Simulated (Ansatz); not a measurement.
Computed with Ansatz on PBE0-D4/def2-TZVP structures; ΔE is electronic, products minus reactants. CCSD(T)/CBS adds triple-zeta CCSD(T) − MP2 to the extrapolated MP2 energy (def2 sets, frozen cores). DFT in def2-TZVPP. B3LYP here is the variant with VWN-RPA as its local correlation; programs differ in this. Elements past krypton have def2 core potentials. For Te outer-core shells are correlated without core-valence functions, which leaves a few kJ/mol of doubt a bond. Each species was taken in one conformer, which may not be the lowest.

`CBCC#CC` + H₂Te → `CB[TeH]` + `CC#CC`  (ligand exchange at a B–C bond)

```json
{"level": "PBE-D4", "ΔE (kcal/mol)": "-16.7", "difference from CCSD(T)/CBS": "1.4"}
{"level": "r2SCAN-D4", "ΔE (kcal/mol)": "-16.3", "difference from CCSD(T)/CBS": "1.8"}
{"level": "PBE0-D4", "ΔE (kcal/mol)": "-16.7", "difference from CCSD(T)/CBS": "1.4"}
{"level": "B3LYP-D4", "ΔE (kcal/mol)": "-16.7", "difference from CCSD(T)/CBS": "1.4"}
{"level": "ωB97X-V", "ΔE (kcal/mol)": "-16.2", "difference from CCSD(T)/CBS": "1.9"}
{"level": "ωB97M-V", "ΔE (kcal/mol)": "-15.6", "difference from CCSD(T)/CBS": "2.5"}
{"level": "B2PLYP", "ΔE (kcal/mol)": "-17.6", "difference from CCSD(T)/CBS": "0.5"}
{"level": "PBE", "ΔE (kcal/mol)": "-17.2", "difference from CCSD(T)/CBS": "0.9"}
{"level": "r2SCAN", "ΔE (kcal/mol)": "-16.6", "difference from CCSD(T)/CBS": "1.5"}
{"level": "PBE0", "ΔE (kcal/mol)": "-17.2", "difference from CCSD(T)/CBS": "0.9"}
{"level": "B3LYP", "ΔE (kcal/mol)": "-17.5", "difference from CCSD(T)/CBS": "0.6"}
{"level": "HF/def2-TZVPP", "ΔE (kcal/mol)": "-18.3", "difference from CCSD(T)/CBS": "-0.2"}
{"level": "MP2/def2-TZVPP", "ΔE (kcal/mol)": "-17.4", "difference from CCSD(T)/CBS": "0.7"}
{"level": "SCS-MP2/def2-TZVPP", "ΔE (kcal/mol)": "-17.4", "difference from CCSD(T)/CBS": "0.7"}
{"level": "CCSD/def2-TZVPP", "ΔE (kcal/mol)": "-17.2", "difference from CCSD(T)/CBS": "0.9"}
{"level": "CCSD(T)/def2-TZVPP", "ΔE (kcal/mol)": "-17.2", "difference from CCSD(T)/CBS": "0.9"}
{"level": "HF/def2-QZVPP", "ΔE (kcal/mol)": "-18.1", "difference from CCSD(T)/CBS": "0.0"}
{"level": "MP2/def2-QZVPP", "ΔE (kcal/mol)": "-17.9", "difference from CCSD(T)/CBS": "0.2"}
{"level": "SCS-MP2/def2-QZVPP", "ΔE (kcal/mol)": "-17.8", "difference from CCSD(T)/CBS": "0.3"}
{"level": "HF/CBS(def2)", "ΔE (kcal/mol)": "-18.1", "difference from CCSD(T)/CBS": "0.0"}
{"level": "MP2/CBS(def2)", "ΔE (kcal/mol)": "-18.3", "difference from CCSD(T)/CBS": "-0.2"}
{"level": "CCSD/CBS(def2)", "ΔE (kcal/mol)": "-18.1", "difference from CCSD(T)/CBS": "0.0"}
{"level": "CCSD(T)/CBS", "ΔE (kcal/mol)": "-18.1", "difference from CCSD(T)/CBS": "0"}
```

Largest T1 diagnostic among the species: 0.013.

In def2-TZVPP, CCSD(T) changes the Hartree–Fock value by +1.1 kcal/mol (the triples alone add −0.0 kcal/mol) and MP2 by +0.8 kcal/mol. The D4 term adds +0.7 kcal/mol with B3LYP and +0.5 kcal/mol with PBE0; it sums over pairs of atoms, weighted by their polarisabilities, and B3LYP, whose exchange is more repulsive, gets the larger term.
